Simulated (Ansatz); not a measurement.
Start from `C[SiH2]S[SiH2]F` and change one atom or group to get `O[SiH2]S[SiH2]F`.

Ansatz, PBE0-D4/def2-TZVP geometries, multiplicity 1. Each molecule was computed in one conformer, which needn't be the lowest.

```csv
property,`C[SiH2]S[SiH2]F`
size of the dipole moment (ωB97M-V/def2-TZVPP) / D,0.97
HOMO–LUMO gap (B3LYP/def2-TZVPP) / eV,7.32
zero-point energy (PBE0-D4/def2-TZVP) / kJ/mol,201.7
HOMO energy (B3LYP/def2-TZVPP) / eV,-7.49
HOMO energy (PBE/def2-TZVPP) / eV,-6.55
HOMO–LUMO gap (ωB97M-V/def2-TZVPP) / eV,11.70
```

(1) Give the same properties after the change, and the shifts. (Best estimate.)

Answers

(1) Computed: 
```tsv
property	`O[SiH2]S[SiH2]F`	shift
size of the dipole moment (ωB97M-V/def2-TZVPP) / D	2.02	1.05
HOMO–LUMO gap (B3LYP/def2-TZVPP) / eV	7.37	0.05
zero-point energy (PBE0-D4/def2-TZVP) / kJ/mol	143.1	-58.6
HOMO energy (B3LYP/def2-TZVPP) / eV	-7.81	-0.32
HOMO energy (PBE/def2-TZVPP) / eV	-6.86	-0.31
HOMO–LUMO gap (ωB97M-V/def2-TZVPP) / eV	11.75	0.05
```

With PBE0 the HOMO falls by 0.33 eV and the LUMO falls by 0.25 eV, so the gap widens by about 0.08 eV. PBE moves the HOMO by -0.31 eV and ωB97M-V by -0.36 eV. The zero-point energy changes by -58.6 kJ/mol with -6 modes. Dipoles are sizes alone; their direction can turn.

B3LYP here is the variant with VWN-RPA as its local correlation; programs differ in this.
